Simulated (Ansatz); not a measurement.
The cluster Nb₂O₂⁺, relaxed as a doublet with UKS r2SCAN-D4/def2-TZVP in Ansatz, starting from the GFN1-xTB geometry. Force threshold 0.02 eV/Å.

In the def2 sets Nb takes a core potential; there is no spin–orbit coupling. The structure holds 1 bond(s) between oxygen atoms. Another isomer (doublet) lies 3.09 eV lower at PBE0-D4/def2-TZVP; other spin states weren't run for this one.

Start:

| atom | x (Å) | y (Å) | z (Å) |
| --- | --- | --- | --- |
| Nb1 | -0.791 | 0.989 | 0.659 |
| Nb2 | 1.342 | -0.255 | 0.418 |
| O3 | -0.058 | 0.088 | -0.960 |
| O4 | -0.493 | -0.822 | -0.116 |

Estimate the energy that the relaxation releases and the steps that it takes.

19.6 kcal/mol, in 8 steps; 41 s on 4 threads of Arm Neoverse V2 on a shared host. No frequencies were taken in this run, so the end may be a saddle point.

Does the start keep its bonding and symmetry?

By distances, no bond broke or formed. The bond that changes most is O3–O4, from 1.31 to 1.44 Å (atoms count from 1). Point group C2v at the start, C2v at the end, both within 0.05 Å.

Predict the relaxed structure.


Cartesian coordinates in Å:
```
Nb -0.615 0.969 0.728
Nb 1.252 -0.121 0.515
O -0.080 0.074 -1.084
O -0.557 -0.922 -0.160
```
Bond lengths (bridged metal pairs left out): 4 × Nb–O 2.09 Å; 1 × O–O 1.44 Å.
